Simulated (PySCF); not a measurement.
MgO, SMILES [O]=[Mg].

Coordinates come from a r2SCAN-D4/def2-TZVPD optimisation.

Two levels are set side by side: TDA-PBE/def2-TZVPD (PySCF) and TDA-LC-ωPBE/def2-TZVPD (PySCF). Vertical, same geometry. The lowest singlet is HOMO−1→LUMO 100 % with PBE and HOMO→LUMO 93 % with the other functional; states are paired by order. Differences are taken from unrounded values.

```
quantity                               TDA-LC-ωPBE
-------------------------------------  -----------
lowest singlet excitation (eV)                1.05
lowest triplet excitation (TDA) (eV)          0.52
first bright state (f over 0.05) (eV)         3.17
its oscillator strength                       0.17
```

What does TDA-PBE give, and how far is it from TDA-LC-ωPBE? (The exact figures need the calculation; the answer reports its results.)


| quantity | TDA-PBE | TDA-PBE minus TDA-LC-ωPBE |
|---|---|---|
| lowest singlet excitation (eV) | 0.73 | -0.32 |
| lowest triplet excitation (TDA) (eV) | 0.18 | -0.34 |
| first bright state (f over 0.05) (eV) | 3.14 | -0.03 |
| its oscillator strength | 0.08 | -0.09 |

Functionals without exact exchange tend to place singlet excitations lower, as here. Differences between two approximate levels are no errors against the true value.

Rough cost on one machine, each run with all the roots and properties that it gave: TDA-LC-ωPBE against TDA-PBE within a factor of 2.
